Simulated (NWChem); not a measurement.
Molecule: C₂H₃FO₂Si; SMILES O1C(=O)C[Si@H]1F

```xyz
9

O      0.2004     2.4143    -0.3322
C      0.0345     1.2654    -0.0893
C     -1.2449     0.4156     0.0012
Si    -0.0404    -0.9379     0.4321
F      0.1770    -2.0876    -0.6766
O      1.0357     0.3693     0.2093
H     -1.7684     0.3460    -0.9638
H     -1.9453     0.7956     0.7587
H      0.0598    -1.5769     1.7577
```
Atoms are numbered in this order, from 1.

Computed with NWChem. Structure relaxed at the PBE0/def2-SVP level. B3LYP is NWChem's, with the RPA form of VWN correlation. Total energies of different functionals are on different scales.

```json
[
 {"level": "PBE/def2-TZVP", "energy (Ha)": "-617.5626", "highest occupied level (eV)": "-6.75", "orbital gap (eV)": "5.31", "dipole (D)": "3.49"},
 {"level": "B3LYP/def2-TZVP", "energy (Ha)": "-618.0759", "highest occupied level (eV)": "-8.05", "orbital gap (eV)": "7.47", "dipole (D)": "3.78"},
 {"level": "PW6B95/def2-TZVP", "energy (Ha)": "-618.6870", "highest occupied level (eV)": "-8.45", "orbital gap (eV)": "8.19", "dipole (D)": "3.77"},
 {"level": "BLYP/def2-TZVP", "energy (Ha)": "-617.9987", "highest occupied level (eV)": "…", "orbital gap (eV)": "5.32", "dipole (D)": "…"},
 {"level": "TPSSh/def2-TZVP", "energy (Ha)": "-618.0715", "highest occupied level (eV)": "-7.42", "orbital gap (eV)": "6.59", "dipole (D)": "3.64"},
 {"level": "LDA (Slater exchange, VWN5)/def2-TZVP", "energy (Ha)": "-614.5147", "highest occupied level (eV)": "-6.97", "orbital gap (eV)": "5.26", "dipole (D)": "3.60"}
]
```

What belongs in the gaps?


- BLYP/def2-TZVP, highest occupied level (eV): -6.63
- BLYP/def2-TZVP, dipole (D): 3.56
